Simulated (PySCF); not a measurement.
## Computed spin Hamiltonian

Compound: C8H7 (doublet state).
SMILES with atom numbers: `[CH:1]#[C:2][CH2:3][CH2:4][C:5]#[C:6][C:7]=[CH2:8]` (hydrogens: H9 on C1; H10, H11 on C3; H12, H13 on C4; H14, H15 on C8)

Cartesian coordinates in Å at the GFN2-xTB level; atoms count from 1:
```xyz
15
C8H7 angstrom
C      4.1557   -0.3012    0.0075
C      2.9784   -0.3415    0.2187
C      1.5478   -0.3590    0.4293
C      0.8153    0.3731   -0.7207
C     -0.6084    0.3786   -0.5170
C     -1.7840    0.2543   -0.1683
C     -3.0657    0.2110    0.0951
C     -4.2930    0.0624    0.4841
H      5.1913   -0.2796   -0.1563
H      1.1988   -1.3942    0.4828
H      1.3141    0.1301    1.3793
H      1.0488   -0.1216   -1.6696
H      1.1829    1.4036   -0.7800
H     -5.1144    0.5875    0.0136
H     -4.5719   -0.5956    1.3003
```

The hyperfine couplings belong to this conformer and change with its torsions.

Method: PySCF 2.14.0, UKS B3LYP, pcH-1 on C H, non-relativistic, mean-field spin-orbit, GIAO. Geometry: GFN2-xTB, one conformer, isolated molecule. Couplings are sensitive to structure, and on GFN2-xTB geometries they can be far from those on DFT ones. The SCF solution wasn't tested for stability. ⟨S²⟩ is 0.776 where a pure state has 0.75.

```
g1, g2, g3   : 2.00106, 2.00215, 2.00289
g_iso        : 2.00204
Form of g    : rhombic: the two nearest values differ by 40 % of g3 − g1
⟨S²⟩         : 0.7762 (exact 0.7500)
Total energy : -308.87891 Eh
```

Isotropic coupling and dipolar principal values T1 to T3, in MHz; ρ(0) is the spin density at the nucleus:

```json
{"atom": "C1", "isotope": "13C", "a_iso": "2.4", "T1": "-0.7", "T2": "-0.4", "T3": "1.0", "Mulliken spin population": "0.01", "ρ(0) (bohr⁻³)": "0.0021"}
{"atom": "C2", "isotope": "13C", "a_iso": "5.2", "T1": "-0.9", "T2": "-0.5", "T3": "1.4", "Mulliken spin population": "0.00", "ρ(0) (bohr⁻³)": "0.0046"}
{"atom": "C3", "isotope": "13C", "a_iso": "55.2", "T1": "-3.5", "T2": "-3.4", "T3": "6.9", "Mulliken spin population": "0.03", "ρ(0) (bohr⁻³)": "0.0491"}
{"atom": "C4", "isotope": "13C", "a_iso": "-18.4", "T1": "-0.9", "T2": "-0.3", "T3": "1.3", "Mulliken spin population": "-0.05", "ρ(0) (bohr⁻³)": "-0.0164"}
{"atom": "C5", "isotope": "13C", "a_iso": "64.2", "T1": "-51.8", "T2": "-32.7", "T3": "84.5", "Mulliken spin population": "0.60", "ρ(0) (bohr⁻³)": "0.0571"}
{"atom": "C6", "isotope": "13C", "a_iso": "-71.2", "T1": "-21.3", "T2": "-3.2", "T3": "24.5", "Mulliken spin population": "-0.26", "ρ(0) (bohr⁻³)": "-0.0633"}
{"atom": "C7", "isotope": "13C", "a_iso": "68.5", "T1": "-62.9", "T2": "-45.8", "T3": "108.7", "Mulliken spin population": "0.70", "ρ(0) (bohr⁻³)": "0.0610"}
{"atom": "C8", "isotope": "13C", "a_iso": "-47.9", "T1": "-16.0", "T2": "5.4", "T3": "10.6", "Mulliken spin population": "-0.16", "ρ(0) (bohr⁻³)": "-0.0426"}
{"atom": "H9", "isotope": "1H", "a_iso": "-0.5", "T1": "-0.6", "T2": "-0.3", "T3": "0.9", "Mulliken spin population": "0.00", "ρ(0) (bohr⁻³)": "-0.0001"}
{"atom": "H10", "isotope": "1H", "a_iso": "-2.8", "T1": "-3.3", "T2": "-1.1", "T3": "4.4", "Mulliken spin population": "0.00", "ρ(0) (bohr⁻³)": "-0.0006"}
{"atom": "H11", "isotope": "1H", "a_iso": "-2.7", "T1": "-3.2", "T2": "-1.2", "T3": "4.4", "Mulliken spin population": "0.00", "ρ(0) (bohr⁻³)": "-0.0006"}
{"atom": "H12", "isotope": "1H", "a_iso": "16.8", "T1": "-3.3", "T2": "-2.8", "T3": "6.1", "Mulliken spin population": "0.01", "ρ(0) (bohr⁻³)": "0.0038"}
{"atom": "H13", "isotope": "1H", "a_iso": "38.2", "T1": "-3.3", "T2": "-3.0", "T3": "6.3", "Mulliken spin population": "0.02", "ρ(0) (bohr⁻³)": "0.0085"}
{"atom": "H14", "isotope": "1H", "a_iso": "123.6", "T1": "-3.7", "T2": "-3.1", "T3": "6.8", "Mulliken spin population": "0.05", "ρ(0) (bohr⁻³)": "0.0277"}
{"atom": "H15", "isotope": "1H", "a_iso": "134.9", "T1": "-3.4", "T2": "-2.4", "T3": "5.8", "Mulliken spin population": "0.06", "ρ(0) (bohr⁻³)": "0.0302"}
```

The Mulliken spin populations are largest on C7 (+0.70), C5 (+0.60), C6 (-0.26) and C8 (-0.16). The positive populations add up to 1.48 and the negative ones to -0.48, together 2S = 1.

Axes: g1 points within 1° of the C6–C7 bond.

Under fast tumbling the dipolar parts average out, and these isotropic splittings remain: 1 × 1H (H15, I = 1/2, 2 lines) with 4.82 mT, 1 × 1H (H14, I = 1/2, 2 lines) with 4.41 mT, 2 × 1H (H12/H13, I = 1/2, 3 lines) with 0.98 mT and 2 × 1H (H10/H11, I = 1/2, 3 lines) with 0.10 mT.

Means are taken over nuclei equivalent by connectivity, which assumes that they swap fast. The 1H value of +27.5 MHz is a mean of couplings from 16.8 to 38.2 MHz in this one geometry, not an average over conformers.

The 13C coupling of C6 (-71.2 MHz) shows only in satellite lines or after enrichment, since that isotope makes up about 1.07 % of natural carbon.

Time: 79 s of wall time (with the writing of density and orbital grids); peak memory 1.0 GiB. Hardware: Intel Xeon Platinum 8259CL at 2.50 GHz, one thread, shared host.
